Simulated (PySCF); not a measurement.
A structure optimised at PBE-D3(BJ)/def2-SVPD, used in a PySCF frequency run:

```
Al
F 1 1.7491
F 1 1.7491 2 108.73
F 1 1.7491 2 108.73 3 118.23
```
Charge -1, spin multiplicity 2.

### Question
Write its SMILES, formula and point group.

### Answer
[F][Al-]([F])[F], AlF₃, C3v

### Question
What are its rotational constants (standard atomic weights)?

### Answer
6.0550, 6.0550, 3.2908 GHz
